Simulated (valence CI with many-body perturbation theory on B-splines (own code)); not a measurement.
## Ba¹⁵⁺: calculated level list

Level of theory: relativistic CI+MBPT: five valence electrons over a frozen Dirac-Fock core [Kr], radial functions for each j: 7 s, 7 p, 8 d, 6 f, 4 g, 1 h, with the one-electron correlation potential Σ1 (screened to all orders), the two-electron term Σ2, the three-electron term Σ3, Breit, model QED; selected single and double excitations, second order for the rest (own B-spline code, finite nucleus).

No measured levels were compared; by estimate terms of the open shell hold to 2 to 4 % of their energy, and close levels can change places. Core correlation moves these levels by up to 12000 cm⁻¹, and in measured spectra 5 to 20 % of such shifts remained as error; rates that hang on mixing are uncertain with them. Among the levels kept, up to 310 cm⁻¹ of a level comes from second order outside the variational space, and about a tenth of that is noise between levels of different J, which matters for small intervals. Only levels of the ground parity were solved; by the run's estimate the other parity begins above the list, which can be wrong where configurations are misplaced.

Levels 1 to 37 of 37, with energies above the lowest level, 4d5 6S_5/2. "Leading %" is the weight of the configuration and term that name the level; weights of strongly mixed levels are sums over their largest components and can fall short. In the jj column 3d3/2^4 stands for four electrons in 3d with j = 3/2. Lifetimes count E1, E2, E3, M1 and M2 decay at the calculated energies, and are blank where another channel may lead or the interval is too uncertain; long ones can be off by a factor of two.

| No. | Configuration | Term | J | E (eV) | Leading % | Leading jj | Lifetime | Second component |
| --- | --- | --- | --- | --- | --- | --- | --- | --- |
| 1 | 4d5 | 6S | 5/2 | 0.000 | 83 | 4d3/2^3 4d5/2^2 (41 %) |  | 14 % 4d5 4P |
| 2 | 4d5 | 4G | 5/2 | 4.340 | 30 | 4d3/2^4 4d5/2 (65 %) | 4.29 ms | 21 % 4d5 2F |
| 3 | 4d5 | 4G | 7/2 | 5.766 | 63 | 4d3/2^3 4d5/2^2 (85 %) | 20.1 ms | 14 % 4d5 4D |
| 4 | 4d5 | 4D | 3/2 | 6.051 | 47 | 4d3/2^3 4d5/2^2 (87 %) | 2.25 ms | 40 % 4d5 4P |
| 5 | 4d5 | 4G | 11/2 | 6.071 | 75 | 4d3/2^3 4d5/2^2 (72 %) |  | 18 % 4d5 2H |
| 6 | 4d5 | 4G | 5/2 | 6.282 | 41 | 4d3/2^3 4d5/2^2 (51 %) | 3.20 ms | 28 % 4d5 4D |
| 7 | 4d5 | 4G | 9/2 | 6.374 | 81 | 4d3/2^3 4d5/2^2 (54 %) | 265 ms | 9 % 4d5 4F |
| 8 | 4d5 | 4P | 1/2 | 6.950 | 58 | 4d3/2^3 4d5/2^2 (57 %) | 54.5 ms | 34 % 4d5 4D |
| 9 | 4d5 | 4D | 7/2 | 7.753 | 63 | 4d3/2^2 4d5/2^3 (74 %) | 8.17 ms | 23 % 4d5 4G |
| 10 | 4d5 | 2D | 5/2 | 8.308 | 33 | 4d3/2^3 4d5/2^2 (52 %) | 2.16 ms | 29 % 4d5 4D |
| 11 | 4d5 | 2I | 11/2 | 8.915 | 71 | 4d3/2^2 4d5/2^3 (78 %) | 6.78 ms | 17 % 4d5 4G |
| 12 | 4d5 | 4D | 1/2 | 8.982 | 65 | 4d3/2^2 4d5/2^3 (84 %) | 4.36 ms | 30 % 4d5 4P |
| 13 | 4d5 | 2F | 7/2 | 9.264 | 41 | 4d3/2^3 4d5/2^2 (68 %) | 11.4 ms | 26 % 4d5 4F |
| 14 | 4d5 | 4D | 3/2 | 9.330 | 41 | 4d3/2^2 4d5/2^3 (63 %) | 2.44 ms | 38 % 4d5 4P |
| 15 | 4d5 | 2G | 9/2 | 9.716 | 48 | 4d3/2^2 4d5/2^3 (57 %) | 7.06 ms | 27 % 4d5 4F |
| 16 | 4d5 | 2I | 13/2 | 9.788 | 99 | 4d3/2^2 4d5/2^3 (99 %) | 39.6 ms |  |
| 17 | 4d5 | 4F | 3/2 | 9.895 | 54 | 4d3/2^2 4d5/2^3 (68 %) | 1.66 ms | 30 % 4d5 2D |
| 18 | 4d5 | 2F | 5/2 | 10.342 | 33 | 4d3/2^2 4d5/2^3 (62 %) | 1.51 ms | 26 % 4d5 4F |
| 19 | 4d5 | 2H | 9/2 | 11.556 | 51 | 4d3/2^2 4d5/2^3 (97 %) | 1.62 ms | 44 % 4d5 4F |
| 20 | 4d5 | 4F | 5/2 | 11.590 | 30 | 4d3/2^2 4d5/2^3 (50 %) | 1.15 ms | 29 % 4d5 2F |
| 21 | 4d5 | 2G | 7/2 | 11.850 | 60 | 4d3/2^2 4d5/2^3 (90 %) | 6.45 ms | 28 % 4d5 2F |
| 22 | 4d5 | 2F | 5/2 | 12.489 | 47 | 4d3/2^2 4d5/2^3 (60 %) | 1.37 ms | 21 % 4d5 4F |
| 23 | 4d5 | 2D | 3/2 | 12.553 | 59 | 4d3/2 4d5/2^4 (48 %) | 2.88 ms | 33 % 4d5 4F |
| 24 | 4d5 | 2F | 7/2 | 12.977 | 67 | 4d3/2 4d5/2^4 (55 %) | 1.33 ms | 19 % 4d5 2G |
| 25 | 4d5 | 4F | 7/2 | 13.538 | 46 | 4d3/2 4d5/2^4 (62 %) | 1.78 ms | 34 % 4d5 2F |
| 26 | 4d5 | 2S | 1/2 | 13.545 | 79 | 4d3/2^2 4d5/2^3 (36 %) | 1.53 ms | 11 % 4d5 4P |
| 27 | 4d5 | 2H | 11/2 | 13.918 | 70 | 4d3/2 4d5/2^4 (92 %) | 1.08 ms | 22 % 4d5 2I |
| 28 | 4d5 | 2G | 9/2 | 13.941 | 46 | 4d3/2 4d5/2^4 (60 %) | 2.71 ms | 32 % 4d5 2H |
| 29 | 4d5 | 2D | 3/2 | 15.302 | 85 | 4d3/2 4d5/2^4 (49 %) | 845 μs | 9 % 4d5 4D |
| 30 | 4d5 | 2D | 5/2 | 15.484 | 54 | 4d3/2 4d5/2^4 (53 %) | 844 μs | 32 % 4d5 2F |
| 31 | 4d5 | 2D | 5/2 | 16.653 | 63 | 4d3/2^2 4d5/2^3 (33 %) | 936 μs | 24 % 4d5 2F |
| 32 | 4d5 | 2G | 9/2 | 16.839 | 96 | 4d3/2^2 4d5/2^3 (64 %) | 1.88 ms |  |
| 33 | 4d5 | 2G | 7/2 | 17.523 | 84 | 4d3/2 4d5/2^4 (67 %) | 1.39 ms | 13 % 4d5 2F |
| 34 | 4d5 | 2P | 3/2 | 19.054 | 83 | 4d3/2^2 4d5/2^3 (79 %) | 2.05 ms | 15 % 4d5 2D |
| 35 | 4d5 | 2P | 1/2 | 20.261 | 88 | 4d3/2 4d5/2^4 (54 %) | 1.09 ms | 9 % 4d5 2S |
| 36 | 4d5 | 2D | 5/2 | 22.112 | 93 | 4d3/2^2 4d5/2^3 (66 %) |  |  |
| 37 | 4d5 | 2D | 3/2 | 22.782 | 82 | 4d3/2 4d5/2^4 (76 %) |  | 15 % 4d5 2P |

Names give the largest LS component (configuration and term), which can be under half, so a name can repeat, a term be missing and a line seem to break the LS rules; names also repeat where a configuration has a term twice.

Where two levels of one J and parity lie close, their mixing, g and order are uncertain.

The ionisation energy to 4d4 5D_0 of the next ion comes out as 390.25 eV (NIST: 390 ± 3 eV (theoretical)). All 37 levels together are meant to be complete up to 24.187 eV.
